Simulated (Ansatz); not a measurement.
```yaml
atoms:
  - { symbol: P, position_ang: [0.0000, 0.0000, -0.9844] }
  - { symbol: P, position_ang: [0.0000, 0.0000, 0.9844] }
```

Basis set: 6-31G (spherical functions). Frozen core: 10 orbitals. Charge 0, multiplicity 1.

Computed with Ansatz (development build ahead of 0.2.0); the reference of a correlated method needn't be the lowest determinant of its kind. Restricted open shells among the atoms or ions are ROHF, correlated in semicanonical orbitals with singles.

Problem. Give the atomization energy at this shape (free ground-state atoms in the same class of orbitals less the molecule, no zero-point energy) of singlet P2 by RHF-CCSD(T), UHF-CCSD(T).

Solution.

```json
{"method": "RHF-CCSD(T)", "atomization energy": "60.75 kcal/mol"}
{"method": "UHF-CCSD(T)", "atomization energy": "60.26 kcal/mol"}
```

Caution for RHF-CCSD(T): an unrestricted determinant lies well below. Caution for UHF-CCSD(T): the unrestricted determinant is spin contaminated.

This basis has no polarisation functions and is too small for such energies, which can lie far from measured ones in either direction.
